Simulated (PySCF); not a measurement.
A GIAO shielding run with PySCF (density fitting, non-relativistic, gas phase) on SMILES C[SiH]1CCC1, C4H10Si:

```
$ OMP_NUM_THREADS=1 python probes_run.py task.json out

{"job": {"kind": "nmr", "xc": "PBE0", "basis": "STO-3G", "pop": true}, "charge": 0, "multiplicity": 1}
C      2.181056     0.567908     0.374487
Si     0.401332     0.630371    -0.214698
C     -1.027714     0.229685     0.968344
C     -1.656431    -0.564204    -0.208370
C     -0.397197    -0.866169    -1.064247
H      2.404837     1.425697     1.028406
H      2.374786    -0.355006     0.942333
H      2.880697     0.600838    -0.475605
H      0.164414     1.902706    -0.971620
H     -0.691203    -0.449450     1.769629
H     -1.652011     1.013747     1.419501
H     -2.339671     0.091316    -0.773328
H     -2.241390    -1.451737     0.087734
H     -0.542655    -0.920834    -2.152292
H      0.088497    -1.799863    -0.733583
```

Hardware: 1 thread of an Arm Neoverse V2, shared host. The job also computes population analyses, field gradients, ring-centre shieldings.

**Question.** How large is the calculation?

**Answer.** 48 electrons, 39 basis functions and 608 auxiliary functions.

**Question.** How long does it take, and how much memory does it need?

**Answer.** 2.8 s of wall time, with 11 SCF cycles and 4 response iterations; peak memory 0.36 GiB. Times on a shared host scatter by some tens of per cent.

**Question.** And these other runs on the same molecule and hardware: GIAO shielding at B97-2/pcSseg-1; GIAO shielding at BHandHLYP/pcSseg-1; GIAO shielding at CAM-B3LYP/pcSseg-1; GIAO shielding at LC-wPBE/pcSseg-1; GIAO shielding at PBE0/6-31G; GIAO shielding at PBE0/pcSseg-1?

**Answer.** B97-2/pcSseg-1: 142 functions, 10 s; BHandHLYP/pcSseg-1: 142 functions, 10 s; CAM-B3LYP/pcSseg-1: 142 functions, 14 s; LC-wPBE/pcSseg-1: 142 functions, 19 s; PBE0/6-31G: 69 functions, 5.3 s; PBE0/pcSseg-1: 142 functions, 10 s.
